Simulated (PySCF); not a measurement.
Choosing a molecule for a target property.

Each SMILES stands for a single optimised conformer of the isolated species, non-relativistic unless stated. Electronic properties by PySCF.

Dipoles, sizes and rotational constants follow the conformer. The torsions of the flexible species, by atom-mapped SMILES:
- `[CH3:1][CH2:2][O:3][Si@H:4]1[CH:5]=[CH:6][CH:7]=[C:8]1[F:9]`: C1–C2–O3–Si4 -175°, C2–O3–Si4–C5 -175°
- `[F:1][C:2]([F:3])([F:4])[CH2:5][CH:6]1[SiH2:7][CH2:8][SiH2:9]1`: F1–C2–C5–C6 62°, C2–C5–C6–Si7 176°
- `[CH3:1][SiH2:2]/[CH:3]=[C:4](\[SiH3:5])[C:6]([F:7])([F:8])[F:9]`: C1–Si2–C3–C4 95°, C3–C4–C6–F7 -4°
- `[F:1]/[CH:2]=[CH:3]\[C@H:4]1[CH:5]=[N:6]1`: C2–C3–C4–C5 153°
- `[N:1]#[C:2]/[CH:3]=[CH:4]/[CH2:5][F:6]`: C3–C4–C5–F6 0°

Question: Wanted: HOMO energy below -14 eV (B3LYP/def2-SVPD) and HOMO–LUMO gap above 6 eV (B3LYP/def2-SVPD), at PBE0-D3(BJ)/def2-SVP geometries. Which candidate meets both?
A. `C[SiH2]/C=C(\[SiH3])C(F)(F)F`
B. `C1=C[SiH2]C=C1`
C. `FC(F)(F)CC1[SiH2]C[SiH2]1`
D. `F/C=C\[C@H]1C=N1`
E. `CCO[Si@H]1C=CC=C1F`
F. `[PH4+]`

Answer: F. Computed values:
| species | HOMO energy | HOMO–LUMO gap |
| --- | --- | --- |
| [PH4+] | -18.88 eV | 12.69 eV |
| C[SiH2]/C=C(\[SiH3])C(F)(F)F | -8.19 eV | 6.39 eV |
| FC(F)(F)CC1[SiH2]C[SiH2]1 | -7.74 eV | 7.34 eV |
| F/C=C\[C@H]1C=N1 | -6.83 eV | 5.56 eV |
| C1=C[SiH2]C=C1 | -6.62 eV | 4.84 eV |
| CCO[Si@H]1C=CC=C1F | -6.46 eV | 4.53 eV |

Question: Wanted: static isotropic polarisability between 60 au and 100 au (B3LYP/def2-SVPD) and smallest rotational constant below 2 GHz (PBE0-D3(BJ)/def2-SVP), at PBE0-D3(BJ)/def2-SVP geometries. Which candidate meets both?
A. `CCO[Si@H]1C=CC=C1F`
B. `FC(F)(F)CC1[SiH2]C[SiH2]1`
C. `N#C/C=C/CF`
D. `C1=C[SiH2]C=C1`

Answer: A. Computed values:
```
                  species  static isotropic polarisability  smallest rotational constant
               N#C/C=C/CF                          56.5 au                     1.436 GHz
           C1=C[SiH2]C=C1                          71.2 au                     2.933 GHz
       CCO[Si@H]1C=CC=C1F                          98.6 au                     0.698 GHz
FC(F)(F)CC1[SiH2]C[SiH2]1                         101.8 au                     0.572 GHz
```

Question: Wanted: lowest triplet excitation (Tamm–Dancoff) below 3.8 eV (TDA B3LYP/def2-SVPD) and dipole moment below 3 D (B3LYP/def2-SVPD), at PBE0-D3(BJ)/def2-SVP geometries. Which candidate meets both?
A. `C[SiH2]/C=C(\[SiH3])C(F)(F)F`
B. `FC(F)(F)CC1[SiH2]C[SiH2]1`
C. `CCO[Si@H]1C=CC=C1F`
D. `N#C/C=C/CF`

Answer: C. Computed values:
```csv
species,lowest triplet excitation (Tamm–Dancoff),dipole moment
CCO[Si@H]1C=CC=C1F,2.45 eV,0.53 D
N#C/C=C/CF,3.69 eV,4.30 D
C[SiH2]/C=C(\[SiH3])C(F)(F)F,3.96 eV,2.64 D
FC(F)(F)CC1[SiH2]C[SiH2]1,6.08 eV,2.38 D
```

Question: Wanted: vertical ionisation energy above 10.2 eV (ΔSCF B3LYP/def2-SVPD) and electronic spatial extent ⟨r²⟩ about the centre of nuclear charge below 300 bohr² (B3LYP/def2-SVPD), at PBE0-D3(BJ)/def2-SVP geometries. Which candidate meets both?
A. `FC(F)(F)CC1[SiH2]C[SiH2]1`
B. `C[SiH2]/C=C(\[SiH3])C(F)(F)F`
C. `[PH4+]`
D. `C1=C[SiH2]C=C1`
E. `CCO[Si@H]1C=CC=C1F`
F. `N#C/C=C/CF`
G. `F/C=C\[C@H]1C=N1`

Answer: C. Computed values:
```csv
species,vertical ionisation energy,electronic spatial extent ⟨r²⟩ about the centre of nuclear charge
CCO[Si@H]1C=CC=C1F,8.59 eV,1665 bohr²
C1=C[SiH2]C=C1,8.80 eV,463 bohr²
F/C=C\[C@H]1C=N1,9.13 eV,621 bohr²
FC(F)(F)CC1[SiH2]C[SiH2]1,9.68 eV,1937 bohr²
C[SiH2]/C=C(\[SiH3])C(F)(F)F,10.11 eV,2063 bohr²
N#C/C=C/CF,10.35 eV,741 bohr²
[PH4+],22.10 eV,52 bohr²
```
